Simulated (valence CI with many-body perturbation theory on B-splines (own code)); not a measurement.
Results of a calculation; reference values are marked as such.
# Dy35+: magnetic and hyperfine properties of the levels

Level of theory: configuration interaction combined with many-body perturbation theory (CI+MBPT): three valence electrons over a frozen Dirac-Fock core [Ar] 3d10, a basis of 11 s, 11 p, 10 d, 8 f, 5 g, 2 h functions for each j, with the one-electron correlation potential Σ1, the two-electron term Σ2, the three-electron term Σ3, Breit, model QED; selected CI, second order for the rest, scaled by the run's own slope (own B-spline code, finite nucleus).

The last digits are not significant, and no measured levels were compared; by estimate large intervals hold to a few tenths of a per cent, small ones and those within an open d or f shell to about a per cent.

A/g_I is the dipole constant over the nuclear g factor μ/I (μ in nuclear magnetons, uniformly magnetised nucleus), B/Q the quadrupole constant per barn. Both hold the static response of the core; the bare values leave it out. Large factors of s and p1/2 electrons are usually good to 5 to 10 %; those of open d and f shells near neutrality can be off by tens of per cent, and small factors of p3/2, d and f electrons come from cancelling terms and can be off by a factor of two or in sign, in half-filled shells by more. B is blank for J = 1/2, where it vanishes, and for nearly pure S terms. Energies count from the lowest level.

Levels are named by their leading jj configuration (3d3/2^4 stands for four electrons in 3d with j = 3/2), which in mixed levels can hold well under half, so a name can repeat and another be missing. Letters in brackets count levels of one name in rising energy.

| Level | E (cm⁻¹) | g | A/g_I (MHz) | A/g_I bare | B/Q (MHz/b) | B/Q bare |
| --- | --- | --- | --- | --- | --- | --- |
| (4s^2 4p1/2) J=1/2 | 0 | 0.661 | 278000 | 268000 |  |  |
| (4s^2 4p3/2) J=3/2 | 427770 | 1.331 | 37400 | 35900 | 72500 | 69800 |
| (4s 4p1/2^2) J=1/2 | 620660 | 2.281 | 836000 | 806000 |  |  |
| (4s 4p1/2 4p3/2) J=3/2 [a] | 965760 | 1.673 | 214000 | 206000 | 58800 | 56600 |
| (4s 4p1/2 4p3/2) J=5/2 | 1020600 | 1.379 | 251000 | 242000 | 39500 | 38000 |
| (4s 4p1/2 4p3/2) J=3/2 [b] | 1101000 | 0.953 | -324 | -258 | 56000 | 53900 |
| (4s 4p1/2 4p3/2) J=1/2 | 1124400 | 1.197 | -254000 | -244000 |  |  |
| (4s 4p3/2^2) J=5/2 | 1412900 | 1.403 | 188000 | 181000 | 22100 | 21300 |
| (4s^2 4d3/2) J=3/2 | 1481900 | 0.912 | -8560 | -7840 | -6130 | -5700 |
| (4s 4p3/2^2) J=1/2 | 1552700 | 1.848 | 877000 | 844000 |  |  |
| (4s 4p3/2^2) J=3/2 | 1590100 | 1.117 | -103000 | -98600 | -9160 | -8850 |
| (4s^2 4d5/2) J=5/2 | 1603400 | 1.208 | 32500 | 31800 | 26100 | 25400 |
| (4p1/2^2 4p3/2) J=3/2 | 1732200 | 1.332 | 32200 | 31500 | 66800 | 64300 |
| (4s 4p1/2 4d3/2) J=3/2 [a] | 1982400 | 0.508 | -79700 | -76500 | 15700 | 15300 |
| (4s 4p1/2 4d3/2) J=5/2 | 2018700 | 1.066 | 213000 | 205000 | -4870 | -4480 |
| (4p1/2 4p3/2^2) J=3/2 | 2090100 | 1.383 | 41300 | 40200 | -2550 | -2420 |
| (4s 4p1/2 4d5/2) J=5/2 [a] | 2102800 | 1.183 | 35200 | 34400 | -2960 | -2720 |
| (4s 4p1/2 4d3/2) J=1/2 | 2114000 | 0.371 | -344000 | -330000 |  |  |
| (4s 4p1/2 4d3/2) J=3/2 [b] | 2121500 | 1.337 | 79100 | 77000 | 7050 | 6800 |
| (4s 4p1/2 4d5/2) J=5/2 [b] | 2147900 | 1.397 | 136000 | 131000 | 14400 | 14000 |
| (4s 4p1/2 4d5/2) J=7/2 | 2152400 | 1.254 | 164000 | 158000 | -1440 | -1160 |
| (4p1/2 4p3/2^2) J=1/2 | 2200400 | 0.661 | 269000 | 258000 |  |  |
| (4s 4p1/2 4d5/2) J=5/2 [c] | 2241700 | 0.976 | 19900 | 19500 | 39600 | 38400 |
| (4s 4p1/2 4d5/2) J=3/2 | 2272700 | 1.070 | -88300 | -84500 | 20600 | 20000 |
| (4s 4p3/2 4d3/2) J=3/2 [a] | 2467000 | 1.348 | 159000 | 153000 | -8850 | -8650 |
| (4s 4p3/2 4d3/2) J=5/2 [a] | 2467600 | 1.266 | 135000 | 130000 | 17600 | 16900 |
| (4s 4p3/2 4d3/2) J=1/2 [a] | 2469000 | 2.343 | 462000 | 445000 |  |  |
| (4s 4p3/2 4d3/2) J=7/2 | 2480700 | 1.301 | 133000 | 128000 | 50600 | 48800 |
| (4s 4p3/2 4d5/2) J=9/2 | 2485900 | 1.331 | 115000 | 111000 | 88300 | 85200 |
| (4s 4p3/2 4d5/2) J=3/2 [a] | 2527100 | 1.332 | -30800 | -28900 | -48900 | -47000 |
| (4s 4p3/2 4d3/2) J=3/2 [b] | 2554200 | 0.967 | -16500 | -15600 | -41700 | -40200 |
| (4s 4p3/2 4d5/2) J=5/2 [a] | 2565700 | 1.332 | 175000 | 169000 | -38100 | -36700 |
| (4s 4p3/2 4d3/2) J=5/2 [b] | 2570300 | 0.913 | -29300 | -27900 | 39600 | 38200 |
| (4s 4p3/2 4d5/2) J=7/2 [a] | 2612100 | 1.226 | 87700 | 84900 | 15100 | 14500 |
| (4s 4p3/2 4d5/2) J=7/2 [b] | 2621600 | 1.148 | -22800 | -21600 | 86300 | 83400 |
| (4s 4p3/2 4d3/2) J=1/2 [b] | 2625400 | 0.595 | 60400 | 58800 |  |  |
| (4s 4p3/2 4d5/2) J=1/2 | 2697000 | 0.678 | -212000 | -203000 |  |  |
| (4s 4p3/2 4d5/2) J=5/2 [b] | 2715500 | 1.097 | -43400 | -41300 | -20000 | -19200 |
| (4s 4p3/2 4d5/2) J=3/2 [b] | 2722100 | 1.305 | 200000 | 193000 | 22000 | 21300 |
| (4p1/2^2 4d3/2) J=3/2 | 2724900 | 0.756 | 18800 | 18200 | 12200 | 11900 |

Question: Take the isotope of mass number 163, with I = 5/2, μ = 0.671 μN and Q = 2.65 b. What is the hyperfine structure of (4s 4p3/2^2) J=5/2?

Answer: From the table A = 50500 MHz, B = 58600 MHz. Shifts from the centre of gravity in MHz: F = 0: -401000, F = 1: -364000, F = 2: -286000, F = 3: -156000, F = 4: 42600, F = 5: 330000.
